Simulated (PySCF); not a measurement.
## Computed spin Hamiltonian

Species: C7H8NS (doublet state).
Cartesian coordinates in Å at the GFN2-xTB level; atoms count from 1:
```xyz
17
C7H8NS angstrom
C     -1.679    1.682   -1.353
C     -1.298    0.959   -0.480
C     -0.838    0.086    0.595
C     -1.304   -1.357    0.350
C     -1.428    0.570    1.835
N     -1.892    0.941    2.810
C      0.688    0.174    0.740
S      1.531   -0.366   -0.800
C      3.143   -0.322   -0.267
H     -2.009    2.304   -2.130
H     -2.389   -1.394    0.281
H     -0.981   -1.999    1.167
H     -0.878   -1.721   -0.582
H      1.035   -0.473    1.547
H      0.994    1.204    0.939
H      3.869   -0.691   -0.963
H      3.429    0.414    0.459
```

The hyperfine couplings belong to this conformer and change with its torsions.

Identity: `C#C[C@](C)(C#N)CS[CH2]` [radical].

Computed with UKS B3LYP, pcH-1 on C H N S, non-relativistic, mean-field spin-orbit, GIAO in PySCF 2.14.0. The structure is a single GFN2-xTB conformer in the gas phase; no vibrational or solvent corrections. The geometry wasn't refined by DFT: couplings that depend on bond lengths, twists or pyramidal angles can differ widely from those at the functional's own minimum. The SCF solution wasn't tested for stability.

- g1, g2, g3: 2.00189, 2.00396, 2.00879
- g_iso: 2.00488
- Form of g: rhombic: the two nearest values differ by 30 % of g3 − g1
- ⟨S²⟩: 0.7543 (exact 0.7500)
- α and β electrons: 37, 36
- HOMO–LUMO gap, α and β orbitals: 4.85, 5.68 eV
- Total energy: -724.37807 Eh
- Basis functions: 315

Isotropic coupling and dipolar principal values T1 to T3, in MHz; ρ(0) is the spin density at the nucleus:

| atom | isotope | a_iso | of which spin–orbit | T1 | T2 | T3 | Mulliken spin population | ρ(0) (bohr⁻³) |
| --- | --- | --- | --- | --- | --- | --- | --- | --- |
| C1 | 13C | 1.3 | 0.0 | -0.9 | -0.8 | 1.7 | 0.01 | 0.0012 |
| C2 | 13C | -0.6 | 0.0 | -0.3 | -0.2 | 0.5 | 0.00 | -0.0005 |
| C3 | 13C | -0.5 | 0.0 | -0.6 | -0.3 | 0.8 | 0.00 | -0.0004 |
| C4 | 13C | 1.5 | 0.0 | -0.4 | -0.3 | 0.7 | 0.00 | 0.0013 |
| C5 | 13C | -0.4 | 0.0 | -0.2 | -0.1 | 0.3 | 0.00 | -0.0004 |
| N6 | 14N | 0.0 | 0.0 | -0.1 | 0.0 | 0.1 | 0.00 | 0.0001 |
| C7 | 13C | 6.3 | 0.0 | -1.6 | -0.9 | 2.5 | 0.00 | 0.0056 |
| S8 | 33S | 7.8 | -0.5 | -27.3 | -23.4 | 50.7 | 0.20 | 0.0240 |
| C9 | 13C | 125.1 | 0.3 | -67.6 | -66.8 | 134.5 | 0.84 | 0.1110 |
| H10 | 1H | -0.7 | 0.0 | -0.8 | -0.4 | 1.2 | 0.00 | -0.0002 |
| H11 | 1H | 0.6 | 0.0 | -0.6 | -0.6 | 1.2 | 0.00 | 0.0001 |
| H12 | 1H | -0.1 | 0.0 | -1.1 | -0.9 | 2.0 | 0.00 | 0.0000 |
| H13 | 1H | 0.5 | 0.0 | -1.7 | -1.5 | 3.3 | 0.00 | 0.0001 |
| H14 | 1H | 9.7 | 0.0 | -3.7 | -2.2 | 5.9 | 0.01 | 0.0022 |
| H15 | 1H | 10.3 | 0.0 | -3.1 | -2.0 | 5.0 | 0.00 | 0.0023 |
| H16 | 1H | -49.1 | 0.1 | -31.7 | -1.9 | 33.6 | -0.03 | -0.0110 |
| H17 | 1H | -27.0 | 0.1 | -31.4 | -1.4 | 32.9 | -0.03 | -0.0061 |

The largest Mulliken spin populations are on C9 (+0.84) and S8 (+0.20). The angles at C9 add up to 354.1°, so it is nearly planar; its axial dipolar tensor and the negative couplings of its protons fit spin in a p orbital normal to that plane.

Axes: g3 points within 7° of the C7–S8 bond.

Under fast tumbling the dipolar parts average out, and these isotropic splittings remain: 1 × 1H (H16, I = 1/2, 2 lines) with 1.75 mT, 1 × 1H (H17, I = 1/2, 2 lines) with 0.96 mT, 1 × 1H (H15, I = 1/2, 2 lines) with 0.37 mT and 1 × 1H (H14, I = 1/2, 2 lines) with 0.35 mT.

H16 and H17 aren't averaged: C9 is flat or nearly so (angle sum 354°), and its turn about the short C9–S8 bond (1.70 Å) is taken as slow.

The 13C coupling of C9 (125.1 MHz) shows only in satellite lines or after enrichment, since that isotope makes up about 1.07 % of natural carbon.

The 33S coupling of S8 (7.8 MHz) shows only in satellite lines or after enrichment, since that isotope makes up about 0.76 % of natural sulfur.

The spin density at the nucleus, in bohr⁻³, is negative for H16 (-0.0110) and H17 (-0.0061), for instance. A restricted open-shell determinant has no negative spin density anywhere; here it arises because α and β orbitals differ (spin polarisation).
